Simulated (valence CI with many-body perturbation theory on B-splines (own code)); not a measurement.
Energy levels of Lu XXXIX

Calculated by relativistic CI+MBPT: five valence electrons over a frozen Dirac-Fock core [Ar] 3d10, radial functions for each j: 11 s, 11 p, 10 d, 8 f, 5 g, 2 h, with the one-electron correlation potential Σ1, the two-electron term Σ2, the three-electron term Σ3, Breit, model QED; selected CI, second order for the rest, scaled by the run's own slope (own B-spline code, finite nucleus).

No measured spectrum was set against this ion. As an estimate, large intervals hold to a few tenths of a per cent, small ones and those within an open d or f shell to about a per cent. Among the levels kept, up to 2100 cm⁻¹ of a level comes from second order outside the variational space, and about a tenth of that is noise between levels of different J, which matters for small intervals.

Levels 91 to 135 of 174, with energies above the lowest level, (4s^2 4p1/2^2 4p3/2) J=3/2. "Leading %" is the weight of the configuration and term that name the level; weights of strongly mixed levels are sums over their largest components and can fall short, so below about 35 % the name and the second component can differ from the true leading terms, or belong to a minority configuration. In the jj column 3d3/2^4 stands for four electrons in 3d with j = 3/2. Lifetimes count E1, E2, E3, M1 and M2 decay at the calculated energies, and are blank where another channel may lead or the interval is too uncertain; long ones can be off by a factor of two.

```tsv
No.	Configuration	Term	J	E (× 10³ cm⁻¹)	Leading %	Second component	Lifetime	Leading jj
91	4s2.4p2.4f	4D°	3/2	3223.6	24	16 % 4s2.4p2.4f 2D°	1.64 ps	4s^2 4p1/2 4p3/2 4f5/2 (45 %)
92	4s.4p3.4d	2S°	1/2	3224.6	24	24 % 4s.4p3.4d 4P°	1.88 ps	4s 4p1/2 4p3/2^2 4d5/2 (52 %)
93	4s.4p3.4d	4P°	5/2	3229.1	11	11 % 4s.4p3.4d 4D°	3.46 ps	4s 4p1/2 4p3/2^2 4d5/2 (40 %)
94	4s2.4p2.4f	2G°	7/2	3230.0	17	13 % 4s2.4p2.4f 4F°	9.46 ps	4s^2 4p1/2 4p3/2 4f7/2 (52 %)
95	4s2.4p2.4f	2P°	1/2	3231.2	16	13 % 4s2.4p2.4f 4D°	1.70 ps	4s 4p1/2 4p3/2^2 4d5/2 (32 %)
96	4s.4p3.4d	4P°	5/2	3242.1	23	12 % 4s2.4p.4d2 2F°	914 fs	4s 4p1/2 4p3/2^2 4d3/2 (32 %)
97	4s.4p3.4d	4P°	3/2	3242.8	21	17 % 4s.4p3.4d 4D°	791 fs	4s 4p1/2 4p3/2^2 4d3/2 (45 %)
98	4s2.4p2.4f	2F°	7/2	3252.6	34	13 % 4s2.4p.4d2 4D°	3.79 ps	4s^2 4p1/2 4p3/2 4f7/2 (44 %)
99	4s2.4p2.4f	4G°	9/2	3263.7	27	15 % 4s.4p3.4d 4F°	4.65 ps	4s^2 4p1/2 4p3/2 4f7/2 (52 %)
100	4s.4p3.4d	4P°	5/2	3266.9	21	10 % 4s.4p3.4d 4D°	2.41 ps	4s 4p1/2 4p3/2^2 4d5/2 (63 %)
101	4s.4p3.4d	4S°	3/2	3268.7	17	9 % 4s.4p3.4d 4P°	1.11 ps	4s 4p1/2 4p3/2^2 4d5/2 (34 %)
102	4s.4p3.4d	2P°	1/2	3278.3	43	10 % 4s.4p3.4d 2S°	664 fs	4s 4p1/2 4p3/2^2 4d3/2 (71 %)
103	4s2.4p2.4f	4F°	9/2	3285.8	30	29 % 4s2.4p2.4f 2G°	4.38 ps	4s^2 4p1/2 4p3/2 4f7/2 (62 %)
104	4s.4p3.4d	2F°	7/2	3285.9	36	18 % 4s2.4p2.4f 4G°	1.28 ps	4s^2 4p1/2 4p3/2 4f5/2 (28 %)
105	4s.4p3.4d	2D°	3/2	3287.0	28	20 % 4s2.4p2.4f 4F°	1.30 ps	4s 4p1/2 4p3/2^2 4d5/2 (35 %)
106	4s2.4p2.4f	4G°	5/2	3288.7	20	12 % 4s2.4p2.4f 2F°	986 fs	4s^2 4p1/2 4p3/2 4f5/2 (50 %)
107	4s2.4p2.4f	4G°	9/2	3295.8	25	21 % 4s2.4p2.4f 2H°	1.29 ps	4s^2 4p1/2 4p3/2 4f5/2 (40 %)
108	4s.4p3.4d	2F°	7/2	3297.2	19	17 % 4s.4p3.4d 2G°	1.73 ps	4s 4p1/2 4p3/2^2 4d5/2 (52 %)
109	4s2.4p2.4f	4F°	3/2	3298.0	22	18 % 4s.4p3.4d 2P°	1.18 ps	4s 4p1/2 4p3/2^2 4d5/2 (31 %)
110	4s.4p3.4d	4D°	5/2	3302.4	26	19 % 4s.4p3.4d 2D°	1.49 ps	4s 4p1/2 4p3/2^2 4d5/2 (72 %)
111	4s2.4p2.4f	2H°	11/2	3303.2	53	30 % 4s2.4p2.4f 4G°	3.77 ps	4s^2 4p1/2 4p3/2 4f7/2 (82 %)
112	4s.4p3.4d	4D°	7/2	3315.5	15	13 % 4s.4p3.4d 2F°	1.95 ps	4s 4p1/2 4p3/2^2 4d5/2 (57 %)
113	4s.4p3.4d	2D°	5/2	3336.2	19	19 % 4s.4p3.4d 2F°	5.52 ps	4s 4p1/2 4p3/2^2 4d5/2 (45 %)
114	4s2.4p2.4f	2D°	3/2	3341.4	11	10 % 4s2.4p2.4f 2P°	1.78 ps	4s 4p1/2 4p3/2^2 4d5/2 (35 %)
115	4s.4p3.4d	2F°	7/2	3341.9	22	17 % 4s.4p3.4d 4D°	1.12 ps	4s 4p1/2 4p3/2^2 4d5/2 (48 %)
116	4s.4p3.4d	2G°	9/2	3346.1	41	15 % 4s2.4p2.4f 2H°	1.67 ps	4s 4p1/2 4p3/2^2 4d5/2 (53 %)
117	4s.4p3.4d	4D°	7/2	3357.7	21	10 % 4s2.4p2.4f 2G°	1.03 ps	4s 4p1/2 4p3/2^2 4d5/2 (46 %)
118	4s.4p3.4d	2F°	5/2	3369.0	15	11 % 4s2.4p2.4f 4D°	829 fs	4s 4p1/2 4p3/2^2 4d5/2 (31 %)
119	4s.4p3.4d	2P°	3/2	3369.9	12	11 % 4s.4p3.4d 2D°	880 fs	4s 4p1/2 4p3/2^2 4d5/2 (32 %)
120	4s2.4p2.4f	2P°	1/2	3375.1	16	15 % 4s.4p3.4d 2S°	839 fs	4s 4p1/2 4p3/2^2 4d3/2 (37 %)
121	4s.4p3.4d	2P°	3/2	3379.9	20	8 % 4s.4p3.4d 4D°	838 fs	4s 4p1/2 4p3/2^2 4d5/2 (32 %)
122	4s.4p3.4d	2F°	5/2	3385.5	17	11 % 4s.4p3.4d 4F°	1.04 ps	4s 4p1/2 4p3/2^2 4d5/2 (34 %)
123	4s2.4p.4d2	2P°	1/2	3392.3	43	13 % 4s2.4p.4d2 4D°	1.30 ps	4s^2 4p1/2 4d5/2^2 (56 %)
124	4s2.4p2.4f	2G°	9/2	3402.0	33	29 % 4s2.4p.4d2 2H°	1.38 ps	4s^2 4p1/2 4p3/2 4f7/2 (35 %)
125	4s2.4p.4d2	2F°	5/2	3403.3	11	11 % 4s.4p3.4d 2F°	1.28 ps	4s 4p1/2 4p3/2^2 4d5/2 (45 %)
126	4s.4p3.4d	2P°	3/2	3405.5	24	20 % 4s.4p3.4d 2D°	1.22 ps	4s 4p1/2 4p3/2^2 4d5/2 (54 %)
127	4s.4p3.4d	2F°	7/2	3416.7	14	14 % 4s2.4p2.4f 2G°	1.04 ps	4s 4p1/2 4p3/2^2 4d5/2 (39 %)
128	4s.4p3.4d	2S°	1/2	3449.0	26	17 % 4s.4p3.4d 2P°	969 fs	4s 4p1/2 4p3/2^2 4d5/2 (64 %)
129	4s.4p3.4d	2D°	5/2	3451.2	26	13 % 4s2.4p2.4f 2D°	939 fs	4s 4p1/2 4p3/2^2 4d5/2 (55 %)
130	4s2.4p2.4f	2F°	7/2	3452.7	24	12 % 4s.4p3.4d 2F°	829 fs	4s 4p1/2 4p3/2^2 4d5/2 (30 %)
131	4s.4p3.4d	2D°	3/2	3456.4	22	10 % 4s2.4p2.4f 2P°	899 fs	4s 4p1/2 4p3/2^2 4d5/2 (65 %)
132	4s.4p3.4d	2F°	5/2	3492.9	13	10 % 4s.4p3.4d 4D°	864 fs	4s 4p1/2 4p3/2^2 4d5/2 (66 %)
133	4s.4p3.4d	2D°	3/2	3528.1	26	14 % 4s.4p3.4d 2P°	725 fs	4s 4p1/2 4p3/2^2 4d5/2 (56 %)
134	4p5	2P°	1/2	3548.6	48	12 % 4s.4p3.4d 2P°	689 fs	4p1/2 4p3/2^4 (48 %)
135	4s.4p2.4d2	6G	3/2	3596.2	38	38 % 4s.4p2.4d2 4F	18.6 ps	4s 4p1/2^2 4d3/2^2 (90 %)
```

Where two levels of one J and parity lie close, their mixing, g and order are uncertain.
